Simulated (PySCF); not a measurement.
Compound: C4H5I.
Cartesian coordinates in Å at the PBE0-D3(BJ)/def2-SVP level; atoms count from 1:
```
atom  x, y, z in Å
I1     1.0982   -0.4996    2.4595
C2     0.4779   -0.1024    0.5089
C3     0.1000    1.1865   -0.1349
C4    -0.8396    0.0200   -0.1227
C5     0.1112   -1.0375   -0.5911
H6     0.5914    1.4854   -1.0732
H7    -0.1414    2.0153    0.5390
H8    -1.8473   -0.0660    0.2807
H9    -0.1182   -2.0676   -0.2982
H10    0.6028   -0.9385   -1.5708
```

Computed with PySCF, PBE0-D3(BJ)/def2-SVP geometry optimisation, gas phase, def2 core potentials past Kr.

Masses are those of the commonest isotopes; rigid-rotor values at the optimised geometry. 

Question: Give the principal moments of inertia and the rotational constants in MHz.

Answer: Ia = 56.77, Ib = 333.27, Ic = 362.03 u·Å²; 505379 MHz·u·Å²/I gives A = 8902, B = 1516, C = 1396 MHz.

Question: Classify the top.

Answer: A near-prolate asymmetric top: κ = (2 × 1516 − 8902 − 1396)/(8902 − 1396) = -0.97.

Question: Is it planar, by Δ = Ic − Ia − Ib?

Answer: Not planar: Δ = Ic − Ia − Ib = -28.01 u·Å². For a rigid frame Δ = −2 Σ m c², so Σ m c² = 14.01 u·Å² lies off the ab plane: 5.76 from hydrogen and 8.24 from heavier atoms. The atom farthest from that plane is 1.79 Å away.

Question: Give the other two planar moments, Paa and Pbb, and the rms extents of the mass along the axes.

Answer: Paa = Σ m a² = (Ib + Ic − Ia)/2 = 319.27 and Pbb = Σ m b² = (Ia + Ic − Ib)/2 = 42.77 u·Å². With the mass M = 179.94 u, the rms extents √(P/M) along a, b and c are 1.33, 0.49, 0.28 Å.

Question: List the rotational levels J(Ka,Kc) to J = 5 (MHz).

Answer: Above 0(0,0):
J = 1: 1(0,1) 2912, 1(1,1) 10298, 1(1,0) 10418
J = 2: 2(0,2) 8736, 2(1,2) 16002, 2(1,1) 16364, 2(2,1) 38520, 2(2,0) 38522
J = 3: 3(0,3) 17467, 3(1,3) 24558, 3(1,2) 25281, 3(2,2) 47258, 3(2,1) 47265, 3(3,1) 84488, 3(3,0) 84488
J = 4: 4(0,4) 29102, 4(1,4) 35963, 4(1,3) 37168, 4(2,3) 58906, 4(2,2) 58928, 4(3,2) 96140, 4(3,1) 96140, 4(4,1) 148258, 4(4,0) 148258
J = 5: 5(0,5) 43634, 5(1,5) 50218, 5(1,4) 52024, 5(2,4) 73464, 5(2,3) 73516, 5(3,3) 110707, 5(3,2) 110707, 5(4,2) 162823, 5(4,1) 162823, 5(5,1) 229833, 5(5,0) 229833

Question: Predict some low-J microwave lines.

Answer: The dipole components are |μa| = 0.98 D, |μb| = 0.00 D, |μc| = 0.54 D; the mirror of this Cs structure is the ac plane, so μb vanishes by symmetry and there are no b-type lines. Intensities carry the squares of the components, which stand as 1.00 : 0.30 (a : c). Some lines, for components of 0.1 D or more:

| type | branch | J(Ka,Kc) | MHz | lower level (cm⁻¹) |
| --- | --- | --- | --- | --- |
| a | Q | 2(1,1) ← 2(1,2) | 361 | 0.534 |
| a | Q | 3(1,2) ← 3(1,3) | 723 | 0.819 |
| a | R | 1(0,1) ← 0(0,0) | 2912 | 0.000 |
| a | R | 2(1,2) ← 1(1,1) | 5704 | 0.344 |
| a | R | 2(0,2) ← 1(0,1) | 5823 | 0.097 |
| a | R | 2(1,1) ← 1(1,0) | 5945 | 0.348 |
| c | Q | 3(1,3) ← 3(0,3) | 7091 | 0.583 |
| c | Q | 2(1,2) ← 2(0,2) | 7267 | 0.291 |
| c | Q | 1(1,1) ← 1(0,1) | 7386 | 0.097 |
| a | R | 3(1,3) ← 2(1,2) | 8555 | 0.534 |
| a | R | 3(0,3) ← 2(0,2) | 8731 | 0.291 |
| a | R | 3(2,2) ← 2(2,1) | 8737 | 1.285 |
| a | R | 3(2,1) ← 2(2,0) | 8743 | 1.285 |
| a | R | 3(1,2) ← 2(1,1) | 8917 | 0.546 |
| c | R | 1(1,0) ← 0(0,0) | 10418 | 0.000 |
| c | R | 2(1,1) ← 1(0,1) | 13451 | 0.097 |
| c | R | 3(1,2) ← 2(0,2) | 16545 | 0.291 |
| c | Q | 3(2,2) ← 3(1,2) | 21977 | 0.843 |
| c | R | 2(2,0) ← 1(1,0) | 28103 | 0.348 |
| c | R | 2(2,1) ← 1(1,1) | 28222 | 0.344 |
| c | R | 3(2,1) ← 2(1,1) | 30901 | 0.546 |
| c | R | 3(2,2) ← 2(1,2) | 31255 | 0.534 |
| c | Q | 3(3,1) ← 3(2,1) | 37223 | 1.577 |
| c | R | 3(3,0) ← 2(2,0) | 45966 | 1.285 |
| c | R | 3(3,1) ← 2(2,1) | 45967 | 1.285 |

Question: Estimate the classical rotational partition function at 10 K, 25 K and 200 K.

Answer: Point group Cs, symmetry number σ = 1; q = (√π/σ)·√((kT/h)³/(ABC)), k/h = 20836.6 MHz/K: 1230 at 10 K, 4850 at 25 K, 110000 at 200 K.

Whether it is a minimum is left open (no frequencies). Constants of a rigid frame at the computed geometry: no zero-point averaging, no centrifugal distortion. Quadrupole hyperfine structure (127I) is left out.

Hardware: an Arm Neoverse N1 with one thread, no GPU (shared host). Cost: 78 s wall, 0.46 GiB resident at most. These figures are those of the optimisation.
